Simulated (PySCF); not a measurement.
W(NMe)2Me2, C4H12N2W (singlet state).
Geometry (PBE0-D3(BJ)/def2-SVP, Å), atoms numbered from 1 in this order:
```xyz
19
C4H12N2W angstrom
W     -0.4607    0.0076   -0.3243
N     -0.5329   -0.0858    1.4259
C     -0.0728   -0.1469    2.7658
H      0.9088    0.3441    2.8906
H     -0.7844    0.3538    3.4453
H      0.0276   -1.1924    3.1063
N      1.1874    0.0697   -0.9189
C      2.6048    0.0916   -0.8856
H      3.0239   -0.8431   -1.2976
H      2.9976    0.9245   -1.4945
H      2.9963    0.2122    0.1404
C     -1.3933    1.8342   -0.8990
H     -1.3726    1.9244   -1.9999
H     -0.9058    2.7296   -0.4822
H     -2.4440    1.8362   -0.5578
C     -1.3337   -1.7754   -1.0954
H     -2.3805   -1.8556   -0.7516
H     -0.8094   -2.6926   -0.7832
H     -1.3192   -1.7428   -2.1996
```

Computed, not measured: PBE0-D3(BJ)/def2-SVP geometry optimisation, gas phase, def2 core potentials past Kr in PySCF.

Take the most abundant isotopes and a rigid rotor. The values belong to one conformer.

Q: Give the principal moments of inertia and the rotational constants in cm⁻¹.

A: Ia = 315.67, Ib = 336.18, Ic = 431.49 u·Å²; 505379 MHz·u·Å²/I gives 1601, 1503 and 1171 MHz, that is A = 0.05340, B = 0.05014, C = 0.03907 cm⁻¹.

Q: What kind of rotor is it?

A: An asymmetric top. Ray's parameter κ = (2B − A − C)/(A − C) = 0.545; −1 is the prolate and +1 the oblate limit.

Q: What does the inertial defect say?

A: Not planar: Δ = Ic − Ia − Ib = -220.36 u·Å². For a rigid frame Δ = −2 Σ m c², so Σ m c² = 110.18 u·Å² lies off the ab plane: 31.75 from hydrogen and 78.43 from heavier atoms. The atom farthest from that plane is 2.72 Å away.

Q: Give the other two planar moments, Paa and Pbb, and the rms extents of the mass along the axes.

A: Paa = Σ m a² = (Ib + Ic − Ia)/2 = 226.00 and Pbb = Σ m b² = (Ia + Ic − Ib)/2 = 205.49 u·Å². With the mass M = 272.05 u, the rms extents √(P/M) along a, b and c are 0.91, 0.87, 0.64 Å.

Q: Which types of transition are allowed, and where do some lines up to J = 2 fall?

A: The dipole components are |μa| = 0.01 D, |μb| = 1.00 D, |μc| = 0.02 D. Intensities carry the squares of the components, which stand as 0.00 : 1.00 : 0.00 (a : b : c). Some lines, for components of 0.1 D or more:

```tsv
type	branch	J(Ka,Kc)	MHz	lower level (cm⁻¹)
b	Q	1(1,0) ← 1(0,1)	430	0.089
b	Q	2(2,0) ← 2(1,1)	546	0.293
b	Q	2(1,1) ← 2(0,2)	1015	0.259
b	Q	2(2,1) ← 2(1,2)	1289	0.260
b	R	1(1,1) ← 0(0,0)	2772	0.000
b	R	2(0,2) ← 1(1,1)	4998	0.092
b	R	2(1,2) ← 1(0,1)	5115	0.089
b	R	2(2,1) ← 1(1,0)	5974	0.104
b	R	2(2,0) ← 1(1,1)	6559	0.092
```

No frequency check. These are rigid-rotor constants of the computed structure; measured ground-state constants (B0) also hold zero-point vibration. A rigid rotor knows nothing of internal rotation, which can split or shift real lines. Quadrupole hyperfine structure (14N) is left out.
